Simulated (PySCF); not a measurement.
Species: C4H12Si2.
SMILES with atom numbers: `[CH2:1]=[CH:2][SiH2:3][CH2:4][CH2:5][SiH3:6]` (hydrogens: H7, H8 on C1; H9 on C2; H10, H11 on Si3; H12, H13 on C4; H14, H15 on C5; H16, H17, H18 on Si6)

All values: PBE0/pcSseg-1 and B3LYP/def2-SVPD (PySCF, non-relativistic), on one gas-phase PBE0-D3(BJ)/def2-SVP geometry that isn't relaxed in the solvent. The solvent is an IEF-PCM continuum (van der Waals radii × 1.2). The model holds no explicit solvent molecules, cavitation or dispersion.

Gas phase at PBE0/pcSseg-1: HOMO -7.65 eV, LUMO -0.45 eV, dipole 0.74 D.

**Question.** What does the continuum do to the energy, the frontier levels and the dipole at PBE0/pcSseg-1 in chloroform and acetonitrile?

**Answer.** 
```json
{"solvent": "chloroform", "ε": "4.711", "E(solvent) − E(gas) (kJ/mol)": "-5.10", "polarisation term (kJ/mol)": "-5.44", "distortion of the solute (kJ/mol)": "0.34", "HOMO (eV)": "-7.54", "LUMO (eV)": "-0.36", "dipole (D)": "0.83"}
{"solvent": "acetonitrile", "ε": "35.69", "E(solvent) − E(gas) (kJ/mol)": "-7.10", "polarisation term (kJ/mol)": "-7.76", "distortion of the solute (kJ/mol)": "0.66", "HOMO (eV)": "-7.52", "LUMO (eV)": "-0.35", "dipole (D)": "0.86"}
```

Polarisation term: ½ Σ q·V over the induced surface charges. Distortion: the rise of the solute's own energy as its density leaves the gas-phase optimum. From chloroform to acetonitrile the lowering changes by a factor 1.39, Onsager's factor (ε − 1)/(2ε + 1) by 1.35 and ε itself by 7.6.

**Question.** Which Hirshfeld charges (PBE0/pcSseg-1) respond most in acetonitrile (means over atoms taken as equivalent)?

**Answer.** 
```tsv
atoms	environment	gas (e)	solvent (e)	change
H9	vinylic hydrogen	+0.043	+0.048	+0.005
C2	alkene CH carbon	-0.139	-0.144	-0.005
C1	terminal =CH2 carbon	-0.080	-0.084	-0.004
H10/H11	Si–H hydrogen	-0.084	-0.088	-0.004
H8	vinylic hydrogen	+0.048	+0.052	+0.004
H14/H15	methylene hydrogen	+0.040	+0.044	+0.004
H16/H17/H18	Si–H hydrogen	-0.081	-0.084	-0.003
H12/H13	methylene hydrogen	+0.039	+0.042	+0.003
```

Gas phase at B3LYP/def2-SVPD: HOMO -7.42 eV, LUMO -0.72 eV, dipole 0.72 D.

**Question.** What does the continuum do to the energy, the frontier levels and the dipole at B3LYP/def2-SVPD in chloroform and acetonitrile?

**Answer.** 
```json
{"solvent": "chloroform", "ε": "4.711", "E(solvent) − E(gas) (kJ/mol)": "-5.02", "polarisation term (kJ/mol)": "-5.45", "distortion of the solute (kJ/mol)": "0.43", "HOMO (eV)": "-7.30", "LUMO (eV)": "-0.61", "dipole (D)": "0.83"}
{"solvent": "acetonitrile", "ε": "35.69", "E(solvent) − E(gas) (kJ/mol)": "-7.01", "polarisation term (kJ/mol)": "-7.88", "distortion of the solute (kJ/mol)": "0.87", "HOMO (eV)": "-7.27", "LUMO (eV)": "-0.60", "dipole (D)": "0.86"}
```

**Question.** How does the static polarisability (B3LYP/def2-SVPD, frozen core, with the continuum's full static response) change?

**Answer.** 
| medium | isotropic (au) | principal values (au) | ⟨r²⟩ of the electrons (bohr²) |
| --- | --- | --- | --- |
| gas | 109.0 | 92.3, 93.4, 141.2 | 1729.3 |
| chloroform | 134.6 | 118.3, 118.7, 166.8 | 1729.9 |
| acetonitrile | 147.3 | 132.2, 133.0, 176.8 | 1730.1 |

The isotropic value in acetonitrile is 1.35 times the gas-phase one; no cavity-field correction is applied. ⟨r²⟩ is taken about the centre of nuclear charge.

Cost: about 50 s of CPU time on one thread; the machine was shared, so the figure is rough. This is the whole shielding run at PBE0/pcSseg-1 in acetonitrile, SCF included.

Shape of the structure used: `[CH2:1]=[CH:2][SiH2:3][CH2:4][CH2:5][SiH3:6]`: C1–C2–Si3–C4 -114°, C2–Si3–C4–C5 180°, Si3–C4–C5–Si6 -179°.
